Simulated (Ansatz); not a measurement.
Basis-set extrapolation for `CN[Si](F)(F)OC` (PBE0-D4/def2-TZVP geometry, frozen core, Ansatz 0.2.0). Multiplicity 1, RHF reference.

```
                      def2-TZVPP   def2-QZVPP
                 HF  -697.352169  -697.382140
    MP2 correlation    -1.402716    -1.517931
CCSD(T) correlation    -1.487529      not run
```

Energies in hartree. Use E(X) = E(∞) + A·exp(−7.88·√X) for Hartree–Fock and E(X) = E(∞) + B·X^(−2.97) for correlation, with X = 3 and 4, and add CCSD(T) minus MP2 of the smaller set to the MP2 limit.

Q: What is the CCSD(T) energy at the basis-set limit?

A: HF limit: -697.382140 + (-0.029971) × 0.13774 = -697.38627. MP2 limit: -1.517931 + (-0.115215) × 0.74074 = -1.60328. Higher-order term: -1.487529 − (-1.402716) = -0.08481. Total: -699.07436 hartree, 616.1 kJ/mol below CCSD(T)/def2-TZVPP.
